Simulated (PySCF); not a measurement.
Hf(OH)2(H)2 (H4HfO2), SMILES [OH][HfH2][OH], multiplicity 1. Geometry optimised at PBE-D3(BJ)/def2-TZVP. The multiplicity is an assumed one; other spin states were not compared. The def2 effective core potentials stand for the cores of Hf; spin–orbit coupling is left out. One conformer was computed; it need not be the lowest.

Level of theory: PySCF 2.14.0 with PBE-D3(BJ)/def2-TZVP.

Harmonic wavenumbers (cm⁻¹): 145, 234, 244, 265, 307, 344, 511, 525, 612, 699, 708, 1636, 1668, 3854, 3856. Rotational constants (GHz): 12.84, 4.981, 3.849; symmetry number 2.

Task: Work out the zero-point energy and the ideal-gas rigid-rotor harmonic-oscillator thermochemistry at 298.15 K and 1 atm.

Result: ZPE = ½ Σ hcν = ½ × 15608 cm⁻¹ = 93.36 kJ/mol. H − E(el) = 113.00 kJ/mol. Entropy in J/(mol K): translation 175.70, rotation 97.51, vibration 53.72, total 326.92. G − E(el) = 15.53 kJ/mol. Cp = 98.58 J/(mol K). Modes under 150 cm⁻¹ make the vibrational entropy uncertain.
